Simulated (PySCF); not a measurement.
Ga(F)(SiH3)2 (FGaH₆Si₂), SMILES [F][Ga]([SiH3])[SiH3].

Coordinates come from a PBE0-D3(BJ)/def2-SVP optimisation.

Two levels are set side by side: PBE/def2-TZVP (PySCF) and B3LYP/def2-TZVP (PySCF). Same geometry, gas phase. Differences are taken from unrounded values.

```tsv
quantity	PBE
orbital gap (eV)	3.43
highest occupied level (eV)	-6.37
lowest empty level (eV)	-2.94
dipole moment (D)	1.97
mean polarisability (bohr³)	97.0
```

Question: These are the PBE values. What does B3LYP give? (Estimate from the structure and the level; the computed values follow.)

Answer: 
```
quantity                     B3LYP  PBE minus B3LYP
---------------------------  -----  ---------------
orbital gap (eV)              4.79            -1.37
highest occupied level (eV)  -7.21             0.85
lowest empty level (eV)      -2.42            -0.52
dipole moment (D)             2.13            -0.16
mean polarisability (bohr³)   93.3              3.7
```

Without exact exchange PBE keeps part of each electron's self-repulsion, which lifts occupied levels and narrows the gap. PBE's more diffuse valence density responds more strongly to a field. Differences between two approximate levels are no errors against the true value.

Rough cost on one machine, each run with all the roots and properties that it gave: B3LYP against PBE within a factor of 2.
